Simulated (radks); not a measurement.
The sulfur anion S2-, [Ar], held by a Watson sphere: a shell of charge +2 at radius R that stands for the Madelung well of a crystal (potential energy -2/R inside, -2/r outside, in hartree with lengths in bohr). Calculated with a radial shooting solver on a logarithmic mesh with Libxc functionals: non-relativistic Kohn-Sham, LDA (Slater exchange, Perdew-Wang correlation), spin-polarised, spherical densities, point nucleus. Response by self-consistent Sternheimer equations with the Hartree and adiabatic LDA kernel. The sphere does not respond.

[
 {"R (bohr)": "2.24", "e(2p) (eV)": "-153.30", "e(3s) (eV)": "-17.651", "e(3p) (eV)": "-8.055", "<r> 3p (bohr)": "2.131", "sum of <r^2> (bohr^2)": "41.73", "X-ray form factor at sin(theta)/lambda = 0.1 1/angstrom": "15.441", "alpha (bohr^3)": "26.77"},
 {"R (bohr)": "2.96", "e(2p) (eV)": "-152.94", "e(3s) (eV)": "-15.753", "e(3p) (eV)": "-6.551", "<r> 3p (bohr)": "2.306", "sum of <r^2> (bohr^2)": "48.30", "X-ray form factor at sin(theta)/lambda = 0.1 1/angstrom": "15.160", "alpha (bohr^3)": "40.98"},
 {"R (bohr)": "3.11", "e(2p) (eV)": "-152.82", "e(3s) (eV)": "-15.420", "e(3p) (eV)": "-6.256", "<r> 3p (bohr)": "2.338", "sum of <r^2> (bohr^2)": "49.60", "X-ray form factor at sin(theta)/lambda = 0.1 1/angstrom": "15.110", "alpha (bohr^3)": "44.77"},
 {"R (bohr)": "3.67", "e(2p) (eV)": "-152.34", "e(3s) (eV)": "-14.345", "e(3p) (eV)": "-5.248", "<r> 3p (bohr)": "2.449", "sum of <r^2> (bohr^2)": "54.30", "X-ray form factor at sin(theta)/lambda = 0.1 1/angstrom": "14.952", "alpha (bohr^3)": "61.91"},
 {"R (bohr)": "4.1", "e(2p) (eV)": "-151.95", "e(3s) (eV)": "-13.674", "e(3p) (eV)": "-4.580", "<r> 3p (bohr)": "2.523", "sum of <r^2> (bohr^2)": "57.77", "X-ray form factor at sin(theta)/lambda = 0.1 1/angstrom": "14.854", "alpha (bohr^3)": "78.85"}
]
